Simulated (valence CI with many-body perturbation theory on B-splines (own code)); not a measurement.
## Se¹⁰⁺: M1 decay

Level of theory: relativistic CI+MBPT: six valence electrons over a frozen Dirac-Fock core [Ar], a basis of 7 s, 7 p, 8 d, 6 f, 4 g, 1 h functions for each j, with the one-electron correlation potential Σ1 (screened to all orders), the two-electron term Σ2, the three-electron term Σ3, Breit, model QED; selected single and double excitations, second order for the rest, scaled by the run's own slope (own B-spline code, finite nucleus).

No measured spectrum was set against this ion. As an estimate, terms of the open shell hold to 2 to 4 % of their energy, and close levels can change places. Core correlation moves these levels by up to 5300 cm⁻¹, and in measured spectra 5 to 20 % of such shifts remained as error; rates that hang on mixing are uncertain with them. Among the levels kept, up to 730 cm⁻¹ of a level comes from second order outside the variational space, and about a tenth of that is noise between levels of different J, which matters for small intervals. Only levels of the ground parity were solved; by the run's estimate the other parity begins above the list, which can be wrong where configurations are misplaced.

Lines 1 to 50 of 120 in falling wavelength, among levels below 29.322 eV, chosen from the decays that carry over 1 % of a level's rate. Wavelengths and rates use the calculated energies, so an error of 2000 cm⁻¹ moves a line at 2234 nm by 45 % and its rate by three times that or more. Weak lines are less certain than strong ones. Lines between different terms over intervals too small for the method are left out, as are lines whose strength nearly cancels. Intervals below about 2000 cm⁻¹, as at the head of this list, are uncertain by tens of per cent. Branching is blank where the lifetime is uncertain.

Names give the largest LS component (configuration and term), which can be under half, so a name can repeat, a term be missing and a line seem to break the LS rules; names also repeat where a configuration has a term twice. Letters in brackets count levels of one name in rising energy.

| λ vac (nm) | Upper | Lower | Type | A (s⁻¹) | Branch % |
| --- | --- | --- | --- | --- | --- |
| 14400 | 3d6 5D_0 | 3d6 5D_1 | M1 | 5.33e-02 | 100.0 |
| 11060 | 3d6 3H_5 | 3d6 3H_4 | M1 | 1.16e-02 | 6.7 |
| 7485 | 3d6 5D_1 | 3d6 5D_2 | M1 | 2.21e-01 | 100.0 |
| 6878 | 3d6 3H_5 | 3d6 3H_6 | M1 | 6.78e-02 | 39.3 |
| 4562 | 3d6 5D_2 | 3d6 5D_3 | M1 | 6.70e-01 | 100.0 |
| 3122 | 3d6 3G_4 | 3d6 3G_5 | M1 | 7.44e-01 | 5.8 |
| 2582 | 3d6 5D_3 | 3d6 5D_4 | M1 | 2.01e+00 | 100.0 |
| 2234 | 3d6 3F_4 [a] | 3d6 3H_5 | M1 | 9.67e-01 | 2.1 |
| 1859 | 3d6 3F_4 [a] | 3d6 3H_4 | M1 | 3.22e+00 | 6.9 |
| 1758 | 3d6 3F_3 [a] | 3d6 3H_4 | M1 | 2.18e+00 | 4.7 |
| 1504 | 3d6 3G_5 | 3d6 3F_4 [a] | M1 | 9.91e-01 | 7.4 |
| 1085 | 3d6 3G_3 | 3d6 3F_2 [a] | M1 | 2.86e+00 | 14.4 |
| 1048 | 3d6 3G_4 | 3d6 3F_3 [a] | M1 | 1.37e-01 | 1.1 |
| 1015 | 3d6 3G_4 | 3d6 3F_4 [a] | M1 | 3.58e+00 | 28.1 |
| 947.7 | 3d6 3P_1 [a] | 3d6 3P_2 [a] | M1 | 2.77e+01 | 24.7 |
| 939.6 | 3d6 3G_3 | 3d6 3F_3 [a] | M1 | 5.37e+00 | 27.0 |
| 913.1 | 3d6 3G_3 | 3d6 3F_4 [a] | M1 | 8.29e-01 | 4.2 |
| 898.9 | 3d6 3G_5 | 3d6 3H_5 | M1 | 3.97e+00 | 29.8 |
| 831.4 | 3d6 3G_5 | 3d6 3H_4 | M1 | 2.14e-01 | 1.6 |
| 795.0 | 3d6 3G_5 | 3d6 3H_6 | M1 | 7.78e+00 | 58.4 |
| 769.8 | 3d6 1D_2 [a] | 3d6 3D_3 | M1 | 4.56e+00 | 5.9 |
| 735.7 | 3d6 1D_2 [a] | 3d6 3D_1 | M1 | 4.61e+00 | 5.9 |
| 697.9 | 3d6 3G_4 | 3d6 3H_5 | M1 | 1.51e+00 | 11.8 |
| 691.4 | 3d6 1D_2 [a] | 3d6 3D_2 | M1 | 1.02e+00 | 1.3 |
| 659.2 | 3d6 3D_1 | 3d6 3P_0 [a] | M1 | 1.17e+00 | 2.6 |
| 612.3 | 3d6 3G_3 | 3d6 3H_4 | M1 | 5.19e+00 | 26.1 |
| 579.3 | 3d6 3D_1 | 3d6 3P_1 [a] | M1 | 5.83e+00 | 13.0 |
| 579.0 | 3d6 1G_4 [a] | 3d6 3G_5 | M1 | 1.59e+00 | 2.0 |
| 517.2 | 3d6 3F_4 [b] | 3d6 1F_3 | M1 | 9.61e+00 |  |
| 512.7 | 3d6 3F_2 [b] | 3d6 1F_3 | M1 | 1.79e+01 | 17.6 |
| 504.7 | 3d6 3D_2 | 3d6 3F_3 [a] | M1 | 2.15e+00 | 6.1 |
| 469.8 | 3d6 3D_3 | 3d6 3F_3 [a] | M1 | 1.21e+00 | 2.1 |
| 463.0 | 3d6 3D_3 | 3d6 3F_4 [a] | M1 | 7.56e-01 | 1.3 |
| 423.7 | 3d6 1I_6 | 3d6 3H_5 | M1 | 6.69e+00 | 34.0 |
| 423.5 | 3d6 1G_4 [a] | 3d6 3F_3 [a] | M1 | 1.21e+01 | 15.0 |
| 423.1 | 3d6 1D_2 [a] | 3d6 3G_3 | M1 | 1.84e+00 | 2.4 |
| 418.1 | 3d6 1G_4 [a] | 3d6 3F_4 [a] | M1 | 3.87e+01 | 47.9 |
| 399.1 | 3d6 1I_6 | 3d6 3H_6 | M1 | 1.28e+01 | 65.2 |
| 392.1 | 3d6 1F_3 | 3d6 3D_3 | M1 | 4.71e+00 |  |
| 371.1 | 3d6 3D_2 | 3d6 3P_2 [a] | M1 | 9.33e+00 | 26.7 |
| 370.7 | 3d6 3D_3 | 3d6 3H_4 | M1 | 1.31e+00 | 2.3 |
| 370.7 | 3d6 1F_3 | 3d6 3D_2 | M1 | 3.88e+00 |  |
| 352.2 | 3d6 1G_4 [a] | 3d6 3H_5 | M1 | 2.60e+01 | 32.1 |
| 351.9 | 3d6 3D_3 | 3d6 3P_2 [a] | M1 | 8.54e+00 | 15.0 |
| 348.5 | 3d6 3P_1 [b] | 3d6 1D_2 [a] | M1 | 5.39e+00 |  |
| 343.4 | 3d6 3P_1 [b] | 3d6 1S_0 [a] | M1 | 1.36e+01 |  |
| 328.6 | 3d6 1S_0 [a] | 3d6 3P_1 [a] | M1 | 1.69e+02 | 99.8 |
| 324.1 | 3d6 1D_2 [a] | 3d6 3P_1 [a] | M1 | 4.68e+00 | 6.0 |
| 304.4 | 3d6 1D_2 [a] | 3d6 3F_2 [a] | M1 | 1.90e+01 | 24.6 |
| 291.7 | 3d6 1D_2 [a] | 3d6 3F_3 [a] | M1 | 2.92e+01 | 37.6 |
